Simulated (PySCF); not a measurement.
PySCF input for AlClI₂, SMILES [Cl][Al]([I])[I], TDDFT-PBE0/def2-SVPD. Geometry: r2SCAN-D4/def2-SVP. The def2 effective core potentials stand for the cores of I; spin–orbit coupling is left out.

```python
import numpy as np
from pyscf import gto, scf, dft, tdscf

mol = gto.M(
    atom='''
    Al    0.00000000    0.00000000    0.67945866
    Cl    0.00000000    0.00000000    2.77282769
    I     0.00000000    2.13391771   -0.52802862
    I     0.00000000   -2.13391771   -0.52802862
    ''',
    basis='def2-SVPD',
    ecp={'I': 'def2-svp'},
    charge=0,
    spin=0,
    symmetry=True,
    max_memory=1600,
    verbose=4,
)
mf = dft.RKS(mol, xc='pbe0').density_fit(auxbasis='def2-universal-jkfit')
mf.grids.level = 3
mf.conv_tol = 1e-9
mf.max_cycle = 100
mf.kernel()
mf.grids = dft.Grids(mol).set(level=1).build(with_non0tab=True)  # coarser grid for the response kernel
td = tdscf.TDDFT(mf)
td.singlet = True
td.nstates = 10
td.conv_tol = 1e-4
td.kernel(x0=td.get_init_guess(mf, 15))
td.analyze()
tt = tdscf.TDA(mf)
tt.singlet = False
tt.nstates = 4
tt.conv_tol = 1e-4
tt.kernel(x0=tt.get_init_guess(mf, 9))
tt.analyze(verbose=3)
```

Program output:

```
PySCF version 2.14.0

[INPUT] verbose = 4
[INPUT] num. atoms = 4
[INPUT] num. electrons = 80
[INPUT] charge = 0
[INPUT] spin (= nelec alpha-beta = 2S) = 0
[INPUT] symmetry True subgroup None
[INPUT] Mole.unit = angstrom
[INPUT] Symbol           X                Y                Z      unit          X                Y                Z       unit  Magmom
[INPUT]  1 Al     0.000000000000   0.000000000000   0.679458660000 AA    0.000000000000   0.000000000000   1.283990780364 Bohr   0.0
[INPUT]  2 Cl     0.000000000000   0.000000000000   2.772827690000 AA    0.000000000000   0.000000000000   5.239884924710 Bohr   0.0
[INPUT]  3 I      0.000000000000   2.133917710000  -0.528028620000 AA    0.000000000000   4.032520044259  -0.997829477732 Bohr   0.0
[INPUT]  4 I      0.000000000000  -2.133917710000  -0.528028620000 AA    0.000000000000  -4.032520044259  -0.997829477732 Bohr   0.0

nuclear repulsion = 388.085214951383
point group symmetry = C2v
symmetry origin: [ 0.00000000e+00  0.00000000e+00 -5.69696833e-09]
symmetry axis x: [-1. -0. -0.]
symmetry axis y: [0. 1. 0.]
symmetry axis z: [0. 0. 1.]
num. orbitals of irrep A1 = 49
num. orbitals of irrep A2 = 15
num. orbitals of irrep B1 = 22
num. orbitals of irrep B2 = 35
number of shells = 47
number of NR pGTOs = 227
number of NR cGTOs = 121
basis = def2-SVPD
ecp = {'I': 'def2-svp'}


[settings echo left out]
init E= -1234.53859224428
HOMO (B2) = -0.87514231494692  LUMO (B1) = -0.867294540534739  gap/eV = 0.21355
cycle= 1 E= -1292.69957638839  delta_E= -58.2  |g|= 4.49  |ddm|= 14.5
HOMO (B1) = -0.179506979507622  LUMO (B2) = -0.175001058809574  gap/eV = 0.12261
cycle= 2 E= -1253.67661782388  delta_E=   39  |g|= 9.75  |ddm|= 17.8
HOMO (B1) = -0.0957578707566151  LUMO (A1) = -0.0599835287474499  gap/eV = 0.97347
cycle= 3 E= -1297.18333916643  delta_E= -43.5  |g|=  1.4  |ddm|= 12.9
HOMO (B2) = -0.227381286212144  LUMO (A1) = -0.137323120037284  gap/eV = 2.45061
cycle= 4 E= -1297.27491869306  delta_E= -0.0916  |g|= 1.19  |ddm|= 3.43
HOMO (B2) = -0.261608134576827  LUMO (A1) = -0.0736080162830888  gap/eV = 5.11574
cycle= 5 E= -1297.73199803181  delta_E= -0.457  |g|= 0.329  |ddm|= 1.47
HOMO (B2) = -0.29203714293798  LUMO (A1) = -0.0888784315927893  gap/eV = 5.52823
cycle= 6 E= -1297.76146283868  delta_E= -0.0295  |g|= 0.184  |ddm|= 0.725
HOMO (B2) = -0.293499866700662  LUMO (A1) = -0.071831066388107  gap/eV = 6.03192
cycle= 7 E= -1297.77536640135  delta_E= -0.0139  |g|= 0.0306  |ddm|= 0.347
HOMO (B2) = -0.292504461457363  LUMO (A1) = -0.0716468531200007  gap/eV = 6.00984
cycle= 8 E= -1297.77567341721  delta_E= -0.000307  |g|= 0.0074  |ddm|= 0.0628
HOMO (B2) = -0.292204257299391  LUMO (A1) = -0.0714122823588497  gap/eV = 6.00806
cycle= 9 E= -1297.77569447413  delta_E= -2.11e-05  |g|= 0.00132  |ddm|= 0.0127
HOMO (B2) = -0.29229759705698  LUMO (A1) = -0.0715439073221376  gap/eV = 6.00701
cycle= 10 E= -1297.7756951164  delta_E= -6.42e-07  |g|= 0.000195  |ddm|= 0.0025
HOMO (B2) = -0.29230625770197  LUMO (A1) = -0.0715477187886933  gap/eV = 6.00715
cycle= 11 E= -1297.77569512679  delta_E= -1.04e-08  |g|= 6.05e-05  |ddm|= 0.000314
HOMO (B2) = -0.292298767719407  LUMO (A1) = -0.0715427167427407  gap/eV = 6.00708
cycle= 12 E= -1297.77569512825  delta_E= -1.46e-09  |g|= 6.26e-06  |ddm|= 0.000107
HOMO (B2) = -0.292298648939273  LUMO (A1) = -0.0715423656243317  gap/eV = 6.00708
cycle= 13 E= -1297.77569512826  delta_E= -1.3e-11  |g|= 7.85e-07  |ddm|= 1.55e-05
HOMO (B2) = -0.292298955887925  LUMO (A1) = -0.0715425519944901  gap/eV = 6.00709
Extra cycle  E= -1297.77569512826  delta_E= -1.36e-12  |g|= 7.69e-07  |ddm|= 3.22e-06
converged SCF energy = -1297.77569512826
tot grids = 28720


******** <class 'pyscf.tdscf.rks.TDDFT'> for <class 'pyscf.df.df_jk.DFSymAdaptedRKS'> ********
nstates = 10 singlet
deg_eia_thresh = 1.000e-03
wfnsym = None
conv_tol = 0.0001
eigh lindep = 1e-12
eigh level_shift = 0
eigh max_cycle = 100


Excitation energies (eV)
[4.82563913 4.9141259  5.03449256 5.30643519 5.37243499 5.41654136
 5.4195675  5.81045735 6.19200509 6.4206482 ]

** Singlet excitation energies and oscillator strengths **
Excited State   1:   B2      4.82564 eV    256.93 nm  f=0.0094
      40 -> 41        0.70142
Excited State   2:   A2      4.91413 eV    252.30 nm  f=0.0000
      40 -> 42        0.70594
Excited State   3:   A2      5.03449 eV    246.27 nm  f=0.0000
      39 -> 41       -0.70398
Excited State   4:   A1      5.30644 eV    233.65 nm  f=0.0233
      38 -> 41       -0.69627
Excited State   5:   B1      5.37243 eV    230.78 nm  f=0.0000
      38 -> 42        0.70015
Excited State   6:   B1      5.41654 eV    228.90 nm  f=0.0258
      37 -> 41       -0.69746
Excited State   7:   B2      5.41957 eV    228.77 nm  f=0.0550
      36 -> 41        0.18981
      39 -> 42        0.67005
Excited State   8:   A1      5.81046 eV    213.38 nm  f=0.0389
      33 -> 41        0.11532
      37 -> 42       -0.68099
Excited State   9:   A2      6.19201 eV    200.23 nm  f=0.0000
      36 -> 42       -0.70420
Excited State  10:   B2      6.42065 eV    193.10 nm  f=0.2625
      34 -> 41       -0.16809
      36 -> 41       -0.63906
      39 -> 42        0.14044
      40 -> 45        0.15325

** Transition electric dipole moments (AU) **
state          X           Y           Z        Dip. S.      Osc.
  1         0.0000      0.2814     -0.0000      0.0792      0.0094
  2        -0.0000     -0.0000     -0.0000      0.0000      0.0000
  3         0.0000     -0.0000      0.0000      0.0000      0.0000
  4         0.0000      0.0000     -0.4231      0.1790      0.0233
  5        -0.0179     -0.0000     -0.0000      0.0003      0.0000
  6        -0.4408     -0.0000      0.0000      0.1943      0.0258
  7         0.0000     -0.6436     -0.0000      0.4142      0.0550
  8        -0.0000     -0.0000     -0.5225      0.2730      0.0389
  9         0.0000     -0.0000     -0.0000      0.0000      0.0000
 10         0.0000     -1.2919      0.0000      1.6690      0.2625

WARN: ECP detected. Skipping calculation of transition velocity and magnetic dipole moments, which have not yet been implemented.



******** <class 'pyscf.tdscf.rks.TDA'> for <class 'pyscf.df.df_jk.DFSymAdaptedRKS'> ********
nstates = 4 triplet
deg_eia_thresh = 1.000e-03
wfnsym = None
conv_tol = 0.0001
eigh lindep = 1e-12
eigh level_shift = 0
eigh max_cycle = 100


Excitation energies (eV)
[4.51782302 4.75168896 4.80802288 4.88312599]

** Triplet excitation energies and oscillator strengths **
Excited State   1:   B2      4.51782 eV    274.43 nm  f=0.0000
Excited State   2:   A2      4.75169 eV    260.93 nm  f=0.0000
Excited State   3:   A2      4.80802 eV    257.87 nm  f=0.0000
Excited State   4:   B2      4.88313 eV    253.90 nm  f=0.0000
```

The calculation finished and met its thresholds.

Cost: roughly 110 core-seconds.
